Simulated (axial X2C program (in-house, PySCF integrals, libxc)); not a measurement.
## Nuclear properties of SeF

Calculated with an axial X2C code built on PySCF integrals: two-component X2C with atomic mean-field Coulomb and Gaunt terms, Gaussian nuclei, basis Se dyall-cv3z, F dyall-av3z with contracted cores.

R = 1.741 Å (near the PBE0 minimum at charge 0 of the determinant lowest at the starting distance; the state shown can have its own minimum elsewhere).

Determinant lowest in the PBE0 search, Ω = 3/2 (⟨Sz⟩ = 0.50, ⟨Lz⟩ = 1.00 at PBE0), spin on the atoms Se 0.48, F 0.02:

```tsv
level	Eeff magnitude (GV/cm)	Ws magnitude Se (kHz)	A∥/gI Se (MHz)	qzz Se (a.u.)	A∥/gI F (MHz)	qzz F (a.u.)	μ (D)
PBE0	0.338	0.103	470	8.41	45.8	2.62	-1.51
HF	0.993	0.29	516	8.76	36.7	2.66	-1.92
r2SCAN	0.369	0.113	500	8.48	53.2	2.63	-1.33
TPSSh	0.287	0.089	460	8.43	48.3	2.58	-1.39
LDA	0.134	0.0437	482	8.52	50.2	2.51	-1.35
```

Determinant 0.24 eV from it at PBE0 and this distance, Ω = 1/2 (⟨Sz⟩ = -0.50, ⟨Lz⟩ = 1.00 at PBE0), spin on the atoms Se -0.48, F -0.02:

| level | Eeff magnitude (GV/cm) | Ws magnitude Se (kHz) | A∥/gI Se (MHz) | qzz Se (a.u.) | A∥/gI F (MHz) | qzz F (a.u.) | μ (D) |
| --- | --- | --- | --- | --- | --- | --- | --- |
| PBE0 | 0.12 | 0.0788 | 2680 | 8.22 | 187 | 2.61 | -1.47 |
| HF | 0.23 | 0.221 | 2550 | 8.55 | 95.3 | 2.67 | -1.89 |
| r2SCAN | 0.00159 | 0.0257 | 2460 | 8.31 | 201 | 2.61 | -1.28 |
| TPSSh | 0.113 | 0.0713 | 2620 | 8.26 | 208 | 2.57 | -1.35 |
| LDA | 0.303 | 0.236 | 2670 | 8.36 | 247 | 2.49 | -1.30 |

Eeff is the effective electric field on the electron electric dipole moment in this Ω state and Ws the scalar–pseudoscalar constant of the nucleus named (defined with the proton number Z and per Ω); A∥ (defined per Ω) follows by multiplying with gI = μI/(I μN); qzz is the electric field gradient, eQq0 = 234.96 MHz × Q/barn × qzz; μ is positive if the F end (last atom) is positive. The operators were transformed with the bare-nucleus X2C matrices; with these basis sets, hyperfine constants and field gradients can be off by tens of per cent, and where levels differ in sign neither size nor sign is settled.

(1) With gI(77Se) = 1.0701, gI(19F) = 5.2577 (g factors from the IAEA table of nuclear moments by Stone), turn the PBE0 values of the first state into constants in MHz.

Each state is one determinant with collinear spin. Unrestricted Hartree–Fock can overshoot spin polarisation at the nuclei. In the state Ω = 1/2 the sign of Eeff differs between levels (HF against PBE0). Where Eeff spreads by more than a factor of two the levels disagree and none is to be relied on. The search compared states at one distance, so a state with another bond length can lie lower. The sign of Ws at Se differs between levels in the second state. PBE0 term energies can be off by some tenths of an eV.

Results:

(1) A∥(77Se) = 470 × 1.0701 = 503 MHz; A∥(19F) = 45.8 × 5.2577 = 241 MHz.
